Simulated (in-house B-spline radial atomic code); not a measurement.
A fraction x of an electron is removed from 4p in Br+, starting from [Ar] 3d10 4s2 4p4 and keeping the highest spin. Method: scalar-relativistic (X2C) wB97X, spin-polarised, spherical fractional occupations, Fermi nucleus of rms radius 4.1629 fm. Calculated with a B-spline radial code for spherical atoms.

Caution: exact exchange at fractional occupations of open shells leaves self-interaction of up to several eV.

| x | E(x) - E(0) (eV) | 4p down level (eV) |
| --- | --- | --- |
| 0 | 0.0000 | -15.219 |
| 0.1 | 1.5576 | -15.935 |
| 0.14 | 2.2007 | -16.225 |
| 0.34 | 5.5930 | -17.707 |
| 0.47 | 7.9592 | -18.701 |
| 0.5 | 8.5238 | -18.935 |
| 0.52 | 8.9040 | -19.091 |
| 0.74 | 13.2963 | -20.851 |
| 0.77 | 13.9255 | -21.097 |
| 0.93 | 17.4066 | -22.418 |
| 1 | 18.9959 | - |

The exact functional would give a straight line between the two integer points. Deviations E(x) - E(0) - x[E(1) - E(0)], in eV: -0.342 at x = 0.1, -0.459 at x = 0.14, -0.866 at x = 0.34, -0.969 at x = 0.47, -0.974 at x = 0.5, -0.974 at x = 0.52, -0.761 at x = 0.74, -0.701 at x = 0.77, -0.26 at x = 0.93.

The curve lies below the straight line by up to 0.974 eV (at x = 0.5): convex, the delocalisation error, to which spherically averaged exact exchange adds.

Q: How well does Slater's transition state (minus the level at half occupation) give the ionisation energy?

A: It gives 18.935 eV against 18.996 eV from the two total energies; NIST lists 21.59 eV, ground level to ground level. The end point has an open shell averaged over its orbitals, so its exact exchange keeps a self-interaction and this is no true integer point.
